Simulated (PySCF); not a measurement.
From one molecule to another.

First species: C4H6O.
SMILES: `C1(OC)CC=1`

Second species: Si(NCS)Me3, C4H9NSSi.
Bonds: Si1–N2, Si1–C5, Si1–C9, Si1–C13, N2–C3, C3–S4. Hydrogens: H6, H7, H8 on C5; H10, H11, H12 on C9; H14, H15, H16 on C13.

Levels: CAM-B3LYP/def2-SVPD for dipole moment, HOMO energy, LUMO energy, HOMO–LUMO gap, static isotropic polarisability and electronic spatial extent ⟨r²⟩ about the centre of nuclear charge; TDDFT CAM-B3LYP/def2-SVPD for lowest singlet excitation; TDA CAM-B3LYP/def2-SVPD for lowest triplet excitation (Tamm–Dancoff); ΔSCF CAM-B3LYP/def2-SVPD for vertical ionisation energy; PBE0-D3(BJ)/def2-SVP for rotational constant A and rotational constant C. Geometries: PBE0-D3(BJ)/def2-SVP. All species are isolated and taken at one optimised geometry, non-relativistic unless stated. Electronic properties by PySCF.

The conformers computed, where there is a choice (atom-mapped SMILES and torsion angles):
- `[CH3:1][O:2][C:3]1=[CH:4][CH2:5]1`: C1–O2–C3–C4 0°

```
                                                         property    column X    column Y
                                                    dipole moment      1.85 D      3.76 D
                                                      HOMO energy    -7.76 eV    -8.41 eV
                                                      LUMO energy     1.34 eV     0.80 eV
                                                    HOMO–LUMO gap     9.10 eV     9.21 eV
                                        lowest singlet excitation     6.18 eV     5.05 eV
                         lowest triplet excitation (Tamm–Dancoff)     4.39 eV     4.49 eV
                                  static isotropic polarisability     51.7 au    106.8 au
                                       vertical ionisation energy     8.71 eV     9.24 eV
electronic spatial extent ⟨r²⟩ about the centre of nuclear charge   435 bohr²  1607 bohr²
                                            rotational constant A  16.170 GHz   3.109 GHz
                                            rotational constant C   3.053 GHz   0.768 GHz
```

Which column belongs to which species?

Column X is the first species and column Y the second. The first has 11 atoms and 38 electrons, the second 16 and 70.

How does each property change from the first species to the second?

dipole moment +1.91 D; HOMO energy -0.65 eV; LUMO energy -0.54 eV; HOMO–LUMO gap +0.11 eV; lowest singlet excitation -1.13 eV; lowest triplet excitation (Tamm–Dancoff) +0.10 eV; static isotropic polarisability +55.1 au; vertical ionisation energy +0.53 eV; electronic spatial extent ⟨r²⟩ about the centre of nuclear charge +1172 bohr²; rotational constant A -13.061 GHz; rotational constant C -2.285 GHz.

On the first: The ΔSCF ionisation energy exceeds −ε(HOMO) by 0.95 eV with CAM-B3LYP. A dipole of 1.85 D is allowed in Cs, and pure rotational transitions are dipole-allowed.

On the second: The ΔSCF ionisation energy exceeds −ε(HOMO) by 0.83 eV with CAM-B3LYP. The vertical singlet–triplet gap S1 − T1 is 0.56 eV (TDDFT singlet less Tamm–Dancoff triplet).
